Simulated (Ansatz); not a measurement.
Cost and result for the atomization energy of CH7FO2Si2, SMILES `CO[SiH](F)O[SiH3]` (13 atoms, 12 bonds).

```xyz
13

C    -0.6020   -0.4373    2.3013
O    -0.4706   -0.1658    0.9218
Si    0.6035   -0.8537   -0.0785
F     2.0727   -0.6276    0.4908
O     0.4673   -0.1446   -1.5152
Si   -0.0284    1.2119   -2.2996
H    -0.7665   -1.5043    2.4858
H    -1.4652    0.1153    2.6738
H     0.2871   -0.1163    2.8516
H     0.4177   -2.3086   -0.2008
H     0.4409    2.4238   -1.5823
H     0.5531    1.1787   -3.6626
H    -1.5097    1.2285   -2.3862
```

The species carries charge 0 and has multiplicity 1. The structure was optimised at the PBE0-D4/def2-TZVP level. It is one conformer, not always the lowest. Program: Ansatz. All runs use 2 threads of an AMD EPYC 7R13 on a shared host and a share of an NVIDIA H100 80 GB. Times are those of one run each, without the atoms' runs, and a repeat can differ threefold. Electronic energies, without spin–orbit coupling; frozen cores. CCSD(T)/CBS adds CCSD(T) − MP2 in def2-TZVPP to the MP2 limit, and its time is that of the two runs behind it. T1 = 0.011. B3LYP takes the VWN-RPA correlation (the form of Gaussian; ORCA's B3LYP/G).

CCSD(T)/CBS is a level of theory with its own doubt, some kJ/mol a heavy atom from the limit and from the frozen cores, so smaller differences don't rank the functionals.

```
                             level  functions  wall time
   PBE-D4/def2-TZVPP (with forces)        306      3.2 s
                PBE0-D4/def2-TZVPP        306      3.5 s
                 B2PLYP/def2-TZVPP        306      3.9 s
 B3LYP-D4/def2-TZVPP (with forces)        306      4.1 s
r2SCAN-D4/def2-TZVPP (with forces)        306      4.3 s
                ωB97X-V/def2-TZVPP        306      5.5 s
  ωB97M-V/def2-TZVPP (with forces)        306        6 s
                CCSD(T)/def2-TZVPP        306        6 s
                    MP2/def2-QZVPP        578      6.5 s
                 CCSD(T)/CBS(def2)          –       13 s
```

Question: What atomization energy does each give, and how far from CCSD(T)/CBS? (Best estimate.)

Answer: The calculation gave: 
| level | atomization (kcal/mol) | difference from CCSD(T)/CBS | per bond |
| --- | --- | --- | --- |
| PBE-D4/def2-TZVPP (with forces) | 1189.7 | -3.9 | -0.3 |
| PBE0-D4/def2-TZVPP | 1172.3 | -21.3 | -1.8 |
| B2PLYP/def2-TZVPP | 1175.5 | -18.1 | -1.5 |
| B3LYP-D4/def2-TZVPP (with forces) | 1183.8 | -9.8 | -0.8 |
| r2SCAN-D4/def2-TZVPP (with forces) | 1187.6 | -6.0 | -0.5 |
| ωB97X-V/def2-TZVPP | 1192.2 | -1.4 | -0.1 |
| ωB97M-V/def2-TZVPP (with forces) | 1190.3 | -3.3 | -0.3 |
| CCSD(T)/def2-TZVPP | 1160.4 | -33.2 | -2.8 |
| MP2/def2-QZVPP | 1203.0 | 9.4 | 0.8 |
| CCSD(T)/CBS(def2) | 1193.6 | 0.0 | 0.0 |

In def2-TZVPP, CCSD(T) changes the Hartree–Fock value by +273.5 kcal/mol (the triples alone add +14.1 kcal/mol) and MP2 by +295.8 kcal/mol; breaking electron pairs costs correlation energy, which Hartree–Fock lacks. From PBE to PBE0 (25 % exact exchange), in def2-TZVPP and without D4, the atomization energy moves by −16.5 kcal/mol: exact exchange takes away binding that semilocal exchange gives to molecules. The D4 term adds +10.5 kcal/mol with B3LYP and +5.6 kcal/mol with PBE0; it sums over pairs of atoms, weighted by their polarisabilities, and B3LYP, whose exchange is more repulsive, gets the larger term.
